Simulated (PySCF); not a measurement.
## `FB(F)F`, BF$_{3}$

Geometry (Å), atoms numbered from 1 in this order:
```xyz
4

F    -1.037   -0.699    0.735
B     0.005   -0.024    0.314
F     1.209   -0.385    0.680
F    -0.157    1.014   -0.469
```

Method: GIAO B3LYP/IGLO-II magnetisability, rotational g tensor and spin-rotation constants, non-relativistic, gas phase (PySCF 2.14.0). Geometry: PBE0-D3(BJ)/def2-SVP.

(1) How diamagnetic is it, and how anisotropic?

(2) Split it along the inertial axes a, b, c into diamagnetic and paramagnetic parts about the centre of mass, with the quadrupole moment.

(3) And the rotational g tensor?

Answers

(1) Isotropic -462 × 10⁻³⁰ J/T², or -27.8 × 10⁻⁶ cm³/mol; principal values -490, -448, -447 × 10⁻³⁰ J/T², anisotropy 42 × 10⁻³⁰ J/T² (root of half the summed squared differences of the principal values). The susceptibility is in cgs units.

(2) 
```tsv
axis	χ (10⁻⁶ cm³/mol)	diamagnetic (10⁻⁶ cm³/mol)	paramagnetic (10⁻⁶ cm³/mol)	summed x² of all electrons (Å²)	quadrupole Θ (D Å)
a	-26.9	-133.4	106.5	27.7	-2.10
b	-26.9	-133.4	106.5	27.7	-2.10
c	-29.5	-235.4	205.9	3.7	+4.20
```
Anisotropies 2χaa − χbb − χcc = +2.5 and 2χbb − χaa − χcc = +2.5 × 10⁻⁶ cm³/mol. Θ is traceless in Buckingham's convention.

(3) 
```
axis  rotational constant (GHz)        g  nuclear part  electronic part
   a                    10.3478  -0.0396        0.4779          -0.5176
   b                    10.3147  -0.0395        0.4764          -0.5159
   c                     5.1656  -0.0226        0.4772          -0.4998
```
Oblate top; isotopes 11B, 19F; no vibrational averaging.
